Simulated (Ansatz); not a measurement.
Mulliken charges of BH6NOSi (`NB[SiH2]O`) from B3LYP/def2-TZVPP in Ansatz (PBE0-D4/def2-TZVP geometry).

| atom | x (Å) | y (Å) | z (Å) | charge (e) |
| --- | --- | --- | --- | --- |
| N1 | -1.326 | 1.348 | -0.014 | -0.232 |
| B2 | -0.650 | 0.259 | -0.542 | -0.026 |
| Si3 | 0.724 | -0.746 | 0.543 | 0.380 |
| O4 | 2.131 | -1.015 | -0.297 | -0.405 |
| H5 | -2.030 | 1.861 | -0.521 | 0.165 |
| H6 | -1.162 | 1.710 | 0.910 | 0.165 |
| H7 | -0.929 | -0.065 | -1.666 | 0.001 |
| H8 | 0.142 | -2.044 | 1.013 | -0.118 |
| H9 | 1.144 | 0.002 | 1.762 | -0.110 |
| H10 | 2.038 | -1.361 | -1.185 | 0.179 |

Q: By hand: the dipole of these point charges (1 e Å = 4.8032 D).

A: Σ q r = (-0.569, 0.395, -0.119) e Å, of length 0.703 e Å = 3.38 D.

Q: How does the dipole of the full density compare? (Best estimate.)

A: Computed: (-0.442, 0.319, -0.157) e Å, 2.72 D; the point charges give 1.24 times that, at 6° from its direction.

Point charges leave out the atoms' own dipoles, such as those of lone pairs, and Mulliken's split depends on the basis, so the two needn't agree.

B3LYP here is the variant with VWN-RPA as its local correlation; programs differ in this.
